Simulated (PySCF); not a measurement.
## Single point on LiIn⁺

State: ²Σ⁺ (doublet), unpaired electrons σ ↑.

An equivalent input (the run itself took its basis sets from the Basis Set Exchange, started from a PBE0 density and held the occupation σ 6α 5β, πx 2α 2β, πy 2α 2β, δx 1α 1β, δy 1α 1β):

```python
from pyscf import gto, dft
mol = gto.M(atom='Li 0 0 0; In 0 0 3.23', basis={'Li': 'def2-SVPD', 'In': 'def2-SVPD'}, ecp={'In': 'def2-SVPD'},
            charge=1, spin=1, verbose=4, symmetry='C2v')
mf = dft.UKS(mol, xc='PBE0')
mf.grids.atom_grid = (80, 434)
mf.grids.prune = dft.gen_grid.treutler_prune
mf.irrep_nelec = {'A1': (7, 6), 'A2': (1, 1), 'B1': (2, 2), 'B2': (2, 2)}
mf.conv_tol = 1e-9
mf.max_cycle = 60
mf.diis_space = 10
mf.kernel()
```

The log (some set-up lines and the per-cycle HOMO/LUMO lines removed):

```
******** <class 'pyscf.dft.uks_symm.SymAdaptedUKS'> ********
method = SymAdaptedUKS
damping factor = 0
level_shift factor = 0
DIIS = <class 'pyscf.scf.diis.CDIIS'>
diis_start_cycle = 1
diis_space = 10
diis_damp = 0
SCF conv_tol = 1e-09
SCF conv_tol_grad = None
SCF max_cycles = 60
number electrons alpha = 12  beta = 11
Set gradient conv threshold to 3.16228e-05
init E= -197.416197070878
cycle= 1 E= -197.415897940309  delta_E= 0.000299  |g|= 0.000173  |ddm|= 0.00201
cycle= 2 E= -197.415897998708  delta_E= -5.84e-08  |g|= 9.13e-05  |ddm|= 0.000784
cycle= 3 E= -197.41589800814  delta_E= -9.43e-09  |g|= 1.71e-05  |ddm|= 0.000275
cycle= 4 E= -197.415898009422  delta_E= -1.28e-09  |g|= 3.81e-06  |ddm|= 0.00013
cycle= 5 E= -197.415898009489  delta_E= -6.74e-11  |g|= 5.69e-07  |ddm|= 3.44e-05
Extra cycle  E= -197.415898009491  delta_E= -1.08e-12  |g|= 2.25e-07  |ddm|= 3.57e-06
converged SCF energy = -197.415898009491  <S^2> = 0.75387844  2S+1 = 2.0038747
```

Repeating this along the bond gives Re = 3.224 Å and ωe = 178 cm⁻¹.

A point of this curve took 1 CPU seconds beside 0.13 for the integrals, on Intel Xeon Platinum 8175M @ 2.50GHz (shared host).

Spin–orbit coupling is left out. The state was picked by a PBE0 search and need not be the measured ground state.
